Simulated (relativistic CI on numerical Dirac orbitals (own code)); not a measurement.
Hf3+: 4f photoemission

Computed with this model: Dirac-Coulomb-Breit CI, separate exchange-only KLI orbitals for each configuration, model QED, valence Slater integrals scaled by 0.8, multiplet model of photoemission in the sudden approximation; configurations [Xe] 4f14 5d → [Xe] 4f13 5d; 300 K; Lorentzian 0.17 eV and Gaussian 0.5 eV FWHM. Energies are those of the free ion, without screening or charge transfer. The energies are binding energies and can lie tens of eV above those of solids. S is read from ⟨S²⟩ = S(S + 1).

Field parameters in Wybourne normalisation: Td as Oh with Dq negative (B⁴₀ = 21Dq, B⁴₄ = √(5/14) B⁴₀). The field is a parameter set, without covalency.

Computed curve for Td, 10Dq = -8600 cm⁻¹, scaled to 100 at the maximum (points under 2 are left out and the grid is thinned):

| Energy (eV) | Intensity |
| --- | --- |
| 48.5 | 2.1 |
| 48.6 | 2.5 |
| 48.8 | 4.6 |
| 48.9 | 6.9 |
| 49.1 | 16.3 |
| 49.2 | 23.1 |
| 49.3 | 30.0 |
| 49.5 | 42.3 |
| 49.6 | 50.7 |
| 49.7 | 63.1 |
| 49.9 | 91.8 |
| 50.0 | 99.6 |
| 50.2 | 94.3 |
| 50.3 | 85.0 |
| 50.4 | 74.0 |
| 50.6 | 50.3 |
| 50.7 | 40.1 |
| 50.9 | 29.7 |
| 51.0 | 29.6 |
| 51.1 | 32.4 |
| 51.3 | 45.4 |
| 51.4 | 54.3 |
| 51.5 | 62.7 |
| 51.7 | 70.6 |
| 51.8 | 69.0 |
| 52.0 | 60.9 |
| 52.1 | 55.9 |
| 52.2 | 49.1 |
| 52.4 | 30.4 |
| 52.5 | 21.5 |
| 52.7 | 10.7 |
| 52.8 | 8.4 |
| 52.9 | 7.1 |
| 53.1 | 5.8 |
| 53.2 | 5.4 |
| 53.3 | 5.3 |
| 53.5 | 5.2 |
| 53.6 | 4.9 |
| 53.8 | 3.4 |
| 53.9 | 2.5 |

The ground state has S = 0.50, and the centroid lies at 50.83 eV.
